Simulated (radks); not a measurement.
Trend from Ni to Pt: ionisation energy by Delta-SCF between NIST ground configurations, and size. Calculated with a radial shooting solver on a logarithmic mesh with Libxc functionals: Dirac Kohn-Sham, PBE, spin-unpolarised, spherical densities, finite nucleus; open shells are shared between the two j in proportion to 2j + 1; Fermi nuclear charge, rms radius of each element as measured or else 0.836 A^(1/3) + 0.57 fm.

species,configuration,IE (eV),NIST (eV),kind,-e(HOMO) (eV),outermost,<r> outermost (bohr),r at 0.001 e/bohr^3 (bohr)
Ni,[Ar] 3d8 4s2,6.318,7.640,exp.,5.643 (4s1/2),4s1/2,2.81,4.31
Pd,[Kr] 4d10,9.120,8.337,exp.,3.881 (4d5/2),4d5/2,1.61,4.08
Pt,[Xe] 4f14 5d9 6s1,9.204,8.959,exp.,5.650 (5d5/2),6s1/2,2.93,4.36

Reference values: NIST Atomic Spectra Database (exp. = measured, semi-emp. = semi-empirical, theory = theoretical value adopted there). Spin polarisation and multiplet splitting are left out, so open shells lie too high by an amount that depends on their filling. Sharing an open shell by 2j + 1 raises it above the true ground level by a part of the spin-orbit splitting, which enters the differences from NIST.

Beside tabulated values, note that spin-unpolarised runs miss the spin-polarisation part of the exchange energy of open shells.
